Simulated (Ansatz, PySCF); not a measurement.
System: disulfane, H2S2, net charge 0, singlet state. 
Coordinates optimised at B3LYP-D3(BJ)/def2-TZVP (Ansatz, a quantum-chemistry and plane-wave program):
```
S
H 1 1.3476
S 1 2.0719 2 98.52
H 3 1.3476 1 98.52 2 -90.39
```
Charge 0, spin multiplicity 1.

PBE beside other levels, property by property. Correlated levels leave the core frozen unless marked. Open shells are spin-unrestricted. Spin-orbit coupling is left out. No relativistic terms. Basis-set limits of correlation are two-point, X^-3; Hartree-Fock from the larger set. The bracket is a focal-point correction in the basis named. Rows marked 298 K are enthalpies with B3LYP-D3(BJ) harmonic zero-point and thermal terms from PySCF. Atomisation energies are electronic, to ground-state atoms; the column to compare with has the core term from cc-pwCVTZ added, other frozen-core levels have none. Vertical energies are electronic, to the SCF solution reached for that spin. The coupled-cluster column (Ansatz) is a level with limits of its own: (a) RI-MP2/CBS(aug-cc-pV(T+d)Z,aug-cc-pV(Q+d)Z)+[CCSD(T)-MP2]/aug-cc-pV(T+d)Z; (b) CCSD(T)/CBS(def2-TZVPPD,def2-QZVPPD).

```json
[
 {"property": "H-S bond dissociation enthalpy, 298 K, to [S]S + H atom (kcal/mol)", "SVWN5/def2-TZVPD (Ansatz)": "78.2", "wB97X-V/def2-TZVPD (Ansatz)": "72.8", "B2PLYP/def2-TZVPD (Ansatz)": "70.1", "coupled cluster": "74.0 (b)"},
 {"property": "vertical triplet-singlet gap (eV)", "SVWN5/def2-TZVPD (Ansatz)": "3.82", "wB97X-V/def2-TZVPD (Ansatz)": "4.30", "B2PLYP/def2-TZVPD (Ansatz)": "4.16", "coupled cluster": "4.30 (a)"},
 {"property": "atomisation energy (kcal/mol)", "SVWN5/def2-TZVPD (Ansatz)": "285.2", "wB97X-V/def2-TZVPD (Ansatz)": "244.5", "B2PLYP/def2-TZVPD (Ansatz)": "234.8", "coupled cluster": "243.0 (b)"},
 {"property": "vertical ionisation energy to the doublet (eV)", "SVWN5/def2-TZVPD (Ansatz)": "9.91", "wB97X-V/def2-TZVPD (Ansatz)": "10.10", "B2PLYP/def2-TZVPD (Ansatz)": "9.99", "coupled cluster": "10.18 (a)"},
 {"property": "proton affinity at S, enthalpy at 298 K, to S[SH2+] (kcal/mol)", "SVWN5/def2-TZVPD (Ansatz)": "168.4", "wB97X-V/def2-TZVPD (Ansatz)": "175.0", "B2PLYP/def2-TZVPD (Ansatz)": "173.6", "coupled cluster": "173.5 (b)"},
 {"property": "S-S bond dissociation enthalpy, 298 K, to [SH] (HS) + [SH] (HS) (kcal/mol)", "SVWN5/def2-TZVPD (Ansatz)": "83.8", "wB97X-V/def2-TZVPD (Ansatz)": "64.5", "B2PLYP/def2-TZVPD (Ansatz)": "60.7", "coupled cluster": "64.9 (b)"}
]
```

Question: What does PBE/def2-TZVPD (Ansatz) give for each property, and on which side of coupled cluster does it fall?

Answer: 
- H-S bond dissociation enthalpy, 298 K, to [S]S + H atom: PBE lies 5.7 kcal/mol below coupled cluster; PBE gives 68.3 kcal/mol.
- vertical triplet-singlet gap: PBE lies 0.53 eV below coupled cluster; PBE gives 3.77 eV.
- atomisation energy: PBE lies 3.2 kcal/mol above coupled cluster; PBE gives 246.2 kcal/mol.
- vertical ionisation energy to the doublet: PBE lies 0.42 eV below coupled cluster; PBE gives 9.76 eV.
- proton affinity at S, enthalpy at 298 K, to S[SH2+]: PBE lies 1.1 kcal/mol above coupled cluster; PBE gives 174.6 kcal/mol.
- S-S bond dissociation enthalpy, 298 K, to [SH] (HS) + [SH] (HS): PBE lies 2.9 kcal/mol above coupled cluster; PBE gives 67.8 kcal/mol.
